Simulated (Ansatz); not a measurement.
A nudged elastic band was laid between two geometries of BClFH2N + H2S (9 atoms, charge 0, multiplicity 1).

Computed with Ansatz, RKS r2SCAN/def2-SVP.

| Item | Value |
| --- | --- |
| movable images | 7 |
| climbing image | yes |
| spring | 5.0 eV/Å² |
| optimiser | quadratic models (default) |
| start path | through a guess of the saddle point |
| force threshold | 0.05 eV/Å |
| iteration limit | 60 |
| end points | relaxed |

First end point:

```xyz
9
Properties=species:S:1:pos:R:3
B 0.035 -0.297 0.276
N 0.086 -0.448 1.663
H -0.716 -0.715 2.218
H 0.957 -0.372 2.175
F 1.129 -0.020 -0.423
Cl -1.505 -0.487 -0.594
S -0.896 3.137 0.811
H -1.769 2.425 0.066
H -0.703 2.087 1.640
```

Last end point:

```xyz
9
Properties=species:S:1:pos:R:3
B -0.162 0.623 0.196
N -0.039 0.164 1.782
H -0.962 0.135 2.222
H 0.382 -0.769 1.848
F 1.131 0.555 -0.248
Cl -1.280 -0.671 -0.525
S -0.845 2.397 0.173
H -2.144 2.045 0.086
H 0.539 0.832 2.300
```

(1) Which bonds break or form, and what moves?

(2) Give the energies along the band, and the barrier.

(3) What is the geometry of the highest image?

(4) What are the harmonic wavenumbers there?

Results:

(1) Bonds broken: S7–H9. Bonds formed: B1–S7, N2–H9. BClFH2N + H2S becomes BClFH4NS.

(2) The forces met the threshold. The highest image is number 3 of 0 to 8, 82.1 kJ/mol above the first end and 105.9 kJ/mol above the last; the last end lies 23.8 kJ/mol below the first. A vibrational analysis at the climbing image gives one clearly imaginary mode, 965i cm⁻¹: a first-order saddle point. The orbitals stay closed-shell, which can raise the energy where a bond breaks towards radicals; this wasn't checked here.

| image | path coordinate (Å) | energy (kJ/mol) | S7–H9 (Å) | B1–S7 (Å) | N2–H9 (Å) |
| --- | --- | --- | --- | --- | --- |
| 0 | 0.00 | 0.0 | 1.35 | 3.60 | 2.66 |
| 1 | 0.55 | 2.6 | 1.35 | 3.33 | 2.38 |
| 2 | 1.10 | 29.8 | 1.37 | 2.80 | 1.94 |
| 3 | 1.65 | 82.1 | 1.55 | 2.26 | 1.45 |
| 4 | 2.28 | -0.6 | 2.23 | 1.97 | 1.04 |
| 5 | 2.92 | -18.6 | 2.74 | 1.90 | 1.02 |
| 6 | 3.55 | -18.4 | 2.75 | 1.90 | 1.02 |
| 7 | 4.18 | -21.5 | 2.82 | 1.90 | 1.02 |
| 8 | 4.81 | -23.8 | 2.98 | 1.90 | 1.02 |

(3) 
```xyz
9
Properties=species:S:1:pos:R:3
B -0.104 0.222 0.240
N -0.123 0.048 1.756
H -0.835 -0.581 2.125
H 0.790 -0.187 2.146
F 1.116 0.142 -0.316
Cl -1.487 -0.539 -0.638
S -0.503 2.436 0.449
H -1.847 2.302 0.410
H -0.387 1.468 1.659
```

(4) 965i, 157, 186, 215, 314, 356, 468, 486, 497, 568, 651, 811, 904, 1091, 1287, 1319, 1443, 1556, 2708, 3512, 3623 cm⁻¹.

Run time: 3 min on 4 threads of Arm Neoverse V2, on a shared host, peak memory 0.17 GiB.
